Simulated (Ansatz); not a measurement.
This geometry of BH₈NSi₃ (13 atoms, charge 0, multiplicity 1) is a first-order saddle point.

The calculation used RKS PBE-D4/def2-SVP in Ansatz.

```xyz
13
Properties=species:S:1:pos:R:3
N -0.683 0.094 2.200
Si -0.401 -0.291 0.495
Si 1.908 -0.684 0.287
B -1.718 -0.299 -0.880
Si -0.686 0.733 -2.087
H -1.268 -0.598 2.688
H -1.115 1.013 2.353
H 2.305 -1.186 -1.073
H 2.264 -1.732 1.312
H 2.698 0.558 0.609
H -2.914 -0.166 -0.729
H 0.802 0.603 -2.274
H -1.170 1.920 -2.885
```

Problem. Which two structures does it join? (They come from a converged band through this point; their orientation in space is the band's.)

Solution. No bond is made or broken. The height of N1 over the plane of its neighbours goes from 0.00 to 0.00 Å. The two ends are copies of one structure, up to a mirror image or an exchange of like atoms.

First end point:

```xyz
13
Properties=species:S:1:pos:R:3
N -0.879 -0.372 2.204
Si -0.470 -0.011 0.570
Si 1.749 -0.765 0.301
B -1.612 0.824 -0.694
Si -0.583 0.946 -2.254
H -0.253 -0.823 2.874
H -1.796 -0.149 2.599
H 1.864 -1.826 -0.758
H 2.165 -1.368 1.622
H 2.694 0.359 -0.022
H -2.752 1.196 -0.513
H 0.834 0.431 -2.317
H -0.940 1.524 -3.599
```

Last end point:

```xyz
13
Properties=species:S:1:pos:R:3
N -0.846 -0.286 2.228
Si -0.470 -0.011 0.570
Si 1.747 -0.771 0.299
B -1.633 0.771 -0.709
Si -0.609 0.882 -2.273
H -1.751 -0.037 2.634
H -0.205 -0.705 2.906
H 1.865 -1.812 -0.777
H 2.153 -1.396 1.613
H 2.697 0.356 0.003
H -2.770 1.151 -0.524
H 0.807 0.361 -2.338
H -0.964 1.462 -3.618
```

Problem. How far does it lie above each of them?

Solution. 0.52 eV above the first and 0.52 eV above the second. This is the barrier of this one path; another mechanism may lie lower.

The run took 7.4 min on 2 threads of Arm Neoverse V1, with other jobs on the host, peak memory 0.17 GiB.
